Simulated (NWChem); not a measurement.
# Atomisation of C₂H₆FNSn

```
N
C 1 1.4452
H 2 1.1119 1 111.03
H 2 1.1177 3 107.38 1 -122.89
H 2 1.1177 3 107.38 4 -114.22
C 1 1.4482 2 115.08 3 180.00
H 6 1.1082 1 109.34 2 180.00
H 6 1.1173 7 108.65 1 -122.11
H 6 1.1173 7 108.65 8 -115.77
Sn 1 2.0775 2 122.40 3 0.00
F 10 1.9982 1 92.36 2 180.00
```
Charge 0, spin multiplicity 1.

Everything below was run with NWChem. The geometry was optimised at PBE/def2-SVP with def2 effective core potentials on Sn, held to Cs symmetry and with no frequency check, so it may be a saddle point. It is one conformer; others weren't searched.

Basis set: def2-SVP. The atomisation energy is electronic alone: no zero-point, thermal, spin-orbit or counterpoise terms. No value is extrapolated to the basis-set limit. Free atoms are single determinants with multiplicities Sn 3, F 2, N 4, C 3, H 2.

Effective core potentials replace the inner electrons of Sn; spin-orbit coupling is left out. B3LYP has NWChem's definition, with VWN1-RPA local correlation. The structure started from a generated list of species. The stability of the SCF solutions was not checked. Open-shell Hartree-Fock references start from PBE0 orbitals.

Problem. One of these methods gave an atomisation energy of 967.5 kcal/mol. Which?
A. PBE0
B. B3LYP
C. HF
D. TPSS

Solution. D, TPSS. The others give 953.1 (B3LYP), 671.5 (HF), 955.0 (PBE0).
